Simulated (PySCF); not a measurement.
## The potential of point charges around `CO[SiH2]N[SiH3]`

Species: `CO[SiH2]N[SiH3]`. Coordinates (GFN2-xTB, Å) and charges (e) from the PBE0/pcSseg-1 density (PySCF):

```tsv
atom	x	y	z	Mulliken	IAO	Hirshfeld	ESP-fitted
C1	-2.806	-0.166	0.106	-0.0077	-0.1965	-0.0323	-0.1627
O2	-1.445	-0.326	-0.128	-0.6401	-0.6412	-0.2267	-0.3884
Si3	-0.236	0.356	0.714	+0.9271	+1.1399	+0.4222	+0.7591
N4	1.135	-0.248	-0.127	-0.8227	-0.9587	-0.3352	-0.7836
Si5	2.792	-0.060	0.312	+0.6304	+0.7547	+0.3519	+0.5381
H6	-3.079	-0.550	1.092	+0.0974	+0.1282	+0.0412	+0.0950
H7	-3.091	0.888	0.056	+0.0967	+0.1273	+0.0414	+0.0957
H8	-3.351	-0.720	-0.659	+0.1187	+0.1542	+0.0499	+0.1217
H9	-0.288	1.819	0.636	-0.1402	-0.1810	-0.0921	-0.1436
H10	-0.266	-0.060	2.121	-0.1486	-0.1863	-0.0937	-0.1427
H11	0.930	-0.918	-0.851	+0.2206	+0.2810	+0.1209	+0.3527
H12	3.162	-0.937	1.430	-0.1106	-0.1562	-0.0901	-0.1268
H13	2.975	1.332	0.715	-0.1106	-0.1380	-0.0796	-0.1048
H14	3.567	-0.409	-0.879	-0.1103	-0.1273	-0.0778	-0.1097
```

Points outside the species (Å): A (4.5, -1.9, -5.0); B (-3.5, 4.2, -1.1); C (-1.3, 3.7, 8.0); D (2.3, 5.1, 3.3); E (0.0, 2.7, -2.6).

Question: Find the potential V = 14.3996 V·Å × Σ q/r of each set of charges at these points.

Answer: In volts:

```
point  nearest atom  distance (Å)  Mulliken     IAO  Hirshfeld  ESP-fitted
    A           H14          4.48    -0.118  -0.079     -0.020      -0.023
    B            H7          3.53    +0.081  +0.049     +0.028      +0.040
    C           H10          7.05    +0.060  +0.060     +0.003      +0.005
    D           H13          4.62    +0.047  +0.067     -0.022      -0.043
    E            H9          3.37    -0.294  -0.255     -0.069      -0.168
```

Question: How far are the other sets from the ESP-fitted one at these points?

Answer: Root-mean-square difference: Hirshfeld 0.046 V, IAO 0.072 V, Mulliken 0.087 V. The ESP scheme is a least-squares fit of atom-centred charges to the potential on four shells outside the van der Waals surface, with the total charge fixed.

Question: What energy would a point charge of -2 e have at E in the field of the ESP charges, leaving out polarisation?

Answer: +0.337 eV = +32.5 kJ/mol, a repulsion.

Isolated species at its GFN2-xTB geometry (one conformer only).

The values belong to the conformer `[CH3:1][O:2][SiH2:3][NH:4][SiH3:5]`: C1–O2–Si3–N4 -179°, O2–Si3–N4–Si5 -173°.
